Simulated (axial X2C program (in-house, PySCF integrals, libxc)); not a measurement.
**Levels of CuB⁺ by electron attachment to CuB²⁺ (EOM-EA-CCSD)**

Computed with an in-house all-electron X2C program for linear molecules (integrals from PySCF): two-component X2C with atomic mean-field Coulomb and Gaunt terms, Gaussian nuclei, basis Cu dyall-acv3z, B dyall-av3z with contracted cores.

R = 1.748 Å (0.920 times 1.900 Å, the PBE0 minimum at charge 1 for the lowest determinant).

Levels of CuB⁺ obtained by attaching an electron to CuB²⁺:

```csv
Ω,binding energy (eV),above lowest (cm⁻¹),attached spinor,one-particle weight
1/2,15.662,0,"72% B pσ, 17% Cu sσ",0.94
1/2,14.440,9860,"77% B pπ, 13% Cu pπ, 8% Cu dπ",0.95
3/2,14.413,10078,"77% B pπ, 13% Cu pπ, 8% Cu dπ",0.95
1/2,11.469,33821,"33% Cu pσ, 33% Cu sσ, 16% B pσ",0.91
```

(1) What is the splitting of the first π pair in the table, and is it regular or inverted?

This point took 56 s on 1 thread of Arm Neoverse V1, on a shared host.

Reference electrons by ω block (each with its −ω partner): 1/2: 11, 3/2: 4, 5/2: 1. 12 electrons of CuB²⁺ correlated (inner shells frozen), 92 natural virtual spinors (a truncated set); levels can be off by some tenths of an eV. Roots sought by Ω: (1/2: 5, 3/2: 4, 5/2: 2, 7/2: 1); the list ends where they run out and leaves out roots under 60 % one-particle weight. The solver can skip a root, and states that need a further excitation, which the method places far too high, are missing though they may lie low or lowest. T1 of the reference 0.040 (Lee–Taylor). The reference was not checked to be the lowest state of its species. Number of frozen shells: Cu 3 s, 2 p; B 1 s. Large amplitudes in the reference (orbital relaxation or multireference character) lower the reliability.

## Answers

(1) E(3/2) − E(1/2) = 10078 − 9860 = 218 cm⁻¹ at EOM-EA-CCSD: regular, Ω = 1/2 lower. Splittings at this level can be off by ten to twenty per cent.
